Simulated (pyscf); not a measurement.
Optimised with ωB97X-D3(BJ)/def2-SVP in PySCF. MP2 and CC: frozen core, UHF for open shells. ΔMP2 is the change of the MP2 total energy from the triple- to the quadruple-zeta basis.

Q: What is the homolytic dissociation enthalpy (298 K, CCSD(T)/def2-TZVPP + ΔMP2(QZVPP)) of the O–P bond of HO–PH–O–SiH₃, to HO–PH• + •O–SiH₃?

A: O–P to HO–PH• + •O–SiH₃: 101.5 kcal/mol. HO–PH–O–SiH₃ lies 16.1 kcal/mol over its isomer HO–SiH₂–O–PH₂, and others may lie lower still (electronic energy, ωB97M-D3(BJ)). •O–SiH₃ lies 24.9 kcal/mol over its isomer HO–SiH₂•, and others may lie lower still (electronic energy, ωB97M-D3(BJ)). Other isomers of HO–PH• were not searched in full and may lie lower. The CCSD(T) − MP2 part came from Ansatz, without density fitting, on the same reference.
